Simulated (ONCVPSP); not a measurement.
**Ba (Z = 56): ONCV pseudisation with PBE, fully relativistic reference atom.**

- Element: Ba
- Generator: ONCVPSP 4.0.1
- Type: optimised norm-conserving Vanderbilt (ONCV)
- Functional: PBE
- Relativity: fully relativistic
- Frozen core: [Kr] 4d10
- Valence charge: 10
- Reference configuration: 5s2 5p6 6s1 (charge +1)
- Partial waves: 5s+6s: rc 2.20 bohr, ncon 4, nbas 9, qcut 5 1/bohr, 2 projectors; 5p: rc 2.90 bohr, ncon 3, nbas 6, qcut 5.3 1/bohr, 3 projectors, debl 1.6 Ha; d scattering state at 0.14 Ha: rc 2.95 bohr, ncon 3, nbas 6, qcut 3.4 1/bohr, 2 projectors, debl 1 Ha
- Local potential: polynomial inside 1.60 bohr (lpopt 5, dvloc0 2 Ha)
- Core correction: Teter function fitted to the true core (icmod 2), fcfact 0.45

Open shells are filled in proportion to 2j + 1.

In the d channel the program set the typed energies aside and used 0.050, 1.050 Ha (j = l + 1/2; the other j can differ).

All-electron outer shells of the reference configuration (PBE, scalar-relativistic, ld1.x):

```
shell  level (eV)  outermost node (bohr)  outermost maximum (bohr)
   5s      -39.34                   0.80                      1.47
   5p      -24.36                   0.86                      1.67
   6s       -7.58                   1.95                      3.86
```

**Question.** Estimate the cutoffs (Ha) at which the residual kinetic energy of the hardest occupied pseudo-wave falls to 1 and 0.1 mHa per electron.

**Answer.** 9.4 Ha and 11 Ha.

**Question.** What does a ghost test show?

**Answer.** No bound ghost flagged; GHOST(+) flagged for s at 83.3 eV.

**Question.** Tests: 5s2 5p6 6s2; 5s2 5p6 6s0; 5s2 5p6 6s1.5; 5s1 5p6 6s2. Which has the largest error in its energy relative to the reference configuration, and how large is it?

**Answer.** 5s1 5p6 6s2, with -4.9 meV (all-electron minus pseudo) on +33.40 eV.
